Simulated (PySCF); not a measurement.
Species: C₃H₆BF (charge -1 and doublet state).
Z-matrix (Å and degrees, PBE0-D3(BJ)/def2-SVP geometry), rows numbered from 1:
```
B 
C   1  1.5189
C   2  1.5146  1  120.82
C   2  1.3782  1  123.61  3   179.81
F   4  1.3792  2  121.59  1   179.86
H   1  1.2309  2  120.15  3     0.21
H   1  1.2321  2  121.39  3  -179.87
H   3  1.1071  2  112.32  1   120.59
H   3  1.1073  2  112.34  1  -120.64
H   3  1.1004  2  110.55  1    -0.04
H   4  1.0927  2  126.86  1     0.31
```

The hyperfine couplings belong to this conformer and change with its torsions.

The species is `B[C-](C)[CH]F` [radical] (charge -1).

Computed, not measured: UKS B3LYP, IGLO-III on B C F, pcH-1 on H, non-relativistic, mean-field spin-orbit, GIAO in PySCF 2.14.0. Whether the extra electron is bound in the gas phase wasn't checked; a finite basis holds it in any case. Stability of the SCF solution: not tested.

Question: Where do the isotropic ENDOR lines of B1, C4, C2, C3, F5, H11, H6, H7 and H8/H9/H10 fall at 3351.5 mT, to first order?

Answer: For S = 1/2 in fast tumbling each set of equivalent nuclei gives two lines, ν± = |νn ± a/2| to first order, with νn = g_N μN B/h and μN/h = 7.62259 MHz/T.

```tsv
nuclei	isotope	g_N	νn (MHz)	a_iso (MHz)	lower line (MHz)	upper line (MHz)
B1	11B	1.7924	45.79	26.89	32.34	59.24
C4	13C	1.4048	35.89	52.71	9.53	62.24
C2	13C	1.4048	35.89	-35.22	18.28	53.50
C3	13C	1.4048	35.89	2.48	34.65	37.13
F5	19F	5.2577	134.32	68.38	100.13	168.51
H11	1H	5.5857	142.70	-37.79	123.80	161.59
H6	1H	5.5857	142.70	-33.27	126.06	159.33
H7	1H	5.5857	142.70	-28.94	128.23	157.17
H8/H9/H10	1H	5.5857	142.70	-1.61	141.89	143.51
```

The rows for 13C, of low natural abundance, apply to labelled samples.

Question: Which pairs are centred on the nuclear Larmor frequency, and which on half the coupling?

Answer: Centred on νn, since |a| < 2νn: B1, C4, C2, C3, F5, H11, H6, H7 and H8/H9/H10. No pair has |a| > 2νn.

Question: At what field would the lower line of C3 fall to zero frequency?

Answer: Where νn = |a|/2, that is B = 1.24 MHz/(1.4048 × 7.62259 MHz/T) = 116 mT, as far as first order holds there.

H6 and H7 aren't averaged: B1 is flat or nearly so (angle sum 360°), and its turn about the short B1–C2 bond (1.52 Å) is taken as slow.

Main isotope only: 11B (natural samples also hold 20 % 10B, magnetic too, which adds its own pattern).

Largest spin populations (Mulliken): B1 (+0.74), C4 (+0.51) and C2 (-0.15). The positive populations add up to 1.26 and the negative ones to -0.26, together 2S = 1. The angles at B1 add up to 360.0°, so it is planar.

The SMILES draws the unpaired electron on C4; the largest computed Mulliken spin population is on B1 (0.74 against 0.51).
